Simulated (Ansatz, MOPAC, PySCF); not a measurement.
Pair of molecules: H2S (SMILES S) (first 3 atoms) with HI (SMILES I); geometry from B3LYP-D3(BJ)/def2-TZVP.
(charge 0, multiplicity 1):
```
atom    x (Å)    y (Å)   z (Å)
----  -------  -------  ------
S     -0.0946   0.0723  0.1021
H      0.0562   1.4018  0.2197
H     -1.3905   0.1264  0.4512
I      0.7838  -0.2015  4.1056
H      0.5061  -0.1773  2.4961
```

Interaction energies are E(AB) − E(A) − E(B) at the monomers' geometry in the complex; basis-set methods are counterpoise corrected. Rows marked so take none.

Frozen-core correlation. Filled d and f shells under p-block atoms count as core. Rows in STO-3G carry no dispersion term and start afresh at each structure; the Pople sets are all-electron and without relativity. The state reached by PM7 isn't checked; PM7 holds dispersion and hydrogen-bond terms.

Run with Ansatz (Gaussian orbitals); MOPAC for PM7 (differences of heats of formation); PySCF for STO-3G rows, the dispersion terms.  In def2 rows elements past Kr take small-core potentials, without spin–orbit coupling.

Question: One of these levels gives -2.51 kcal/mol for the interaction energy. Name it.
A) PM7
B) HF/STO-3G (no counterpoise)
C) B2PLYP-D3(BJ)/def2-TZVPPD
D) r2SCAN-D4/def2-TZVPPD

Answer: C, B2PLYP-D3(BJ)/def2-TZVPPD. The others give -1.21 (PM7), -1.82 (HF/STO-3G (no counterpoise)), -3.05 (r2SCAN-D4/def2-TZVPPD)

Ansatz is a first-principles code.
